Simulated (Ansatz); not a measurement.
Reaction (ligand exchange at a Ga–N bond): `O=C=[N][Ga]([Cl])[Cl]` + H₂S → `[SH][Ga]([Cl])[Cl]` + `N=C=O`

Computed with Ansatz on PBE0-D4/def2-TZVP structures; ΔE is electronic, products minus reactants. CBS: MP2 limit from def2 TZ/QZ plus the TZ coupled-cluster correction, frozen cores. This one scheme is used for every species. DFT in def2-TZVPP. For Ga outer-core shells are correlated without core-valence functions, which leaves a few kJ/mol of doubt a bond. Scalar relativity is left out up to krypton. Each species was taken in one conformer, which may not be the lowest.

`O=C=[N][Ga]([Cl])[Cl]`:

```xyz
6

O    -0.316    2.847    0.166
C     0.068    1.760    0.025
N     0.539    0.664   -0.142
Ga    0.072   -1.083   -0.049
Cl    1.521   -2.538   -0.514
Cl   -1.884   -1.650    0.514
```

H₂S:

```xyz
3

S     0.594    0.051    0.167
H    -0.117   -0.898   -0.459
H    -0.478    0.847    0.292
```

`[SH][Ga]([Cl])[Cl]`:

```xyz
5

S    -1.277    1.052    0.569
Ga    0.207   -0.175   -0.442
Cl    0.269   -0.249   -2.561
Cl    1.624   -1.324    0.650
H    -0.824    0.695    1.783
```

`N=C=O`:

Cartesian coordinates in Å:
```
N -0.382 0.149 -0.647
C -0.025 -0.083 0.484
O 0.182 -0.301 1.605
H 0.224 0.235 -1.442
```

| level | ΔE (kJ/mol) |
| --- | --- |
| LDA (SPW92) | -33.1 |
| BHLYP | -15.4 |

Problem. What does CCSD(T)/CBS give? (An estimate is asked.)

Solution. Ansatz gave: -18.3 kJ/mol. The listed levels differ from it by -14.8, 2.9 kJ/mol.

Largest T1 diagnostic among the species: 0.018.

From BLYP to BHLYP (50 % exact exchange), in def2-TZVPP and without D4, ΔE moves by +10.9 kJ/mol. At CCSD(T), def2-SVP lies +10.6 kJ/mol from the extrapolated value and def2-TZVPP +5.2 kJ/mol. In def2-TZVPP, CCSD(T) changes the Hartree–Fock value by −10.0 kJ/mol (the triples alone add −2.4 kJ/mol) and MP2 by −11.1 kJ/mol.
